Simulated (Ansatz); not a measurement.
## Ansatz (development build ahead of 0.2.0) run

```yaml
crystal:
  periodic: [false, false, false]
  atoms:
    - { symbol: Ag, position_ang: [0.0, 0.0, 0.0] }
    - { symbol: Ag, position_ang: [0.0, 0.0, 2.7] }
basis:
  gaussian: { orbitals: def2-SVP }
total_charge: 1
magnetization:
  initial_magnetization: 1
hamiltonian:
  xc: pbe0
scf:
  omitted_lower_state_checks: [starts, atomic_configurations, cluster_reference, orbital_swaps, given_window_search, neighbouring_geometries, increment]
output:
  forces: true
```

The input is written out in the form of the current development build from the run's settings. The basis set brings a core potential for Ag, so the total leaves out those core electrons.

Results

```json
{"Converged": "yes", "Total energy": "-293.63784 hartree", "Spin squared of the determinant": "0.750", "Stability test": "minimum among restricted orbitals"}
```

Forces (eV/Å):
| atom | Fx | Fy | Fz |
| --- | --- | --- | --- |
| Ag1 | 0.000 | 0.000 | -0.255 |
| Ag2 | 0.000 | 0.000 | 0.255 |
